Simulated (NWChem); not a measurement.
Species: CHAlClF3; SMILES F[C](F)(F)[AlH][Cl]

```xyz
7

Al    -0.8885    -0.6253     0.0381
C      0.0745     1.1481    -0.0310
F     -0.7663     2.1609    -0.3171
F      1.0559     1.1910    -0.9471
F      0.6382     1.4407     1.1590
Cl     0.3107    -2.3402     0.0439
H     -2.4557    -0.7256     0.1112
```
Atoms are numbered in this order, from 1.

Computed with NWChem. Pople sets run with spherical d functions. STO-3G and 3-21G are far too small for this property and stand as cheap habits. Structure relaxed at the PBE0/def2-SVP level. GIAO values for the isolated, static molecule; σ is the absolute isotropic shielding, δ = σ(reference) − σ with the isolated reference molecule computed at the same levels (13C: tetramethylsilane, 19F: trichlorofluoromethane, 1H: tetramethylsilane).

| level | σ Al1 (ppm) | δ C2 (ppm) | δ F3 (rotor mean) (ppm) | σ Cl6 (ppm) | δ H7 (ppm) |
|---|---|---|---|---|---|
| B3LYP/6-31G* | 420.1 | 125.9 | -68.9 | 896.9 | 5.39 |
| Hartree-Fock/STO-3G | ___ | ___ | ___ | ___ | ___ |
| BHandHLYP/pcSseg-1 | 379.7 | 130.2 | -59.5 | 907.8 | 4.69 |
| B3LYP/6-311G** | 357.3 | 133.3 | -72.2 | 869.7 | 5.18 |

Q: Fill in the missing entries.

A: 
- Hartree-Fock/STO-3G, σ Al1 (ppm): 433.4
- Hartree-Fock/STO-3G, δ C2 (ppm): 100.8
- Hartree-Fock/STO-3G, δ F3 (rotor mean) (ppm): -61.4
- Hartree-Fock/STO-3G, σ Cl6 (ppm): 1184.4
- Hartree-Fock/STO-3G, δ H7 (ppm): 3.36
